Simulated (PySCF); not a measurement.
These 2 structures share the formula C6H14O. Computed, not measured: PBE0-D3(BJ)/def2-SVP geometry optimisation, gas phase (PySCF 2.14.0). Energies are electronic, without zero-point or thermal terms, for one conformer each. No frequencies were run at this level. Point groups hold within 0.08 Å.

Question: Order them by energy at this level, lowest first, and give relative energies in kcal/mol.
A. `[CH3:1][CH2:2][CH2:3][CH2:4][CH2:5][O:6][CH3:7]` with C1–C2–C3–C4 180°, C2–C3–C4–C5 180°, C3–C4–C5–O6 179°, C4–C5–O6–C7 180°
B. `[CH3:1][C:2]([CH3:3])([CH3:4])[CH2:5][CH2:6][OH:7]` with C2–C5–C6–O7 -177°, C5–C6–O7–H -58°

Answer: B (0.0), A (8.2).

As drawn, the lower has an O–H bond and a quaternary carbon, which the higher lacks.

| SMILES | E (Eh) | E rel (kcal/mol) | dipole (D) | point group | A, B, C (MHz) |
| --- | --- | --- | --- | --- | --- |
| CC(C)(C)CCO | -311.70716 | 0.0 | 1.63 | – | 4138, 1410, 1394 |
| CCCCCOC | -311.69406 | 8.2 | 1.05 | Cs | 13666, 761.2, 741.1 |

How do the relative energies change in single points at CAM-B3LYP/def2-SVPD (no added dispersion term) on the same geometries?

```csv
SMILES,PBE0-D3(BJ)/def2-SVP (kcal/mol),CAM-B3LYP/def2-SVPD (kcal/mol),shift
CC(C)(C)CCO,0.0,0.0,0.0
CCCCCOC,8.2,8.5,+0.3
```

Each column counts from its own lowest isomer. The order is unchanged; the largest shift is 0.3 kcal/mol.
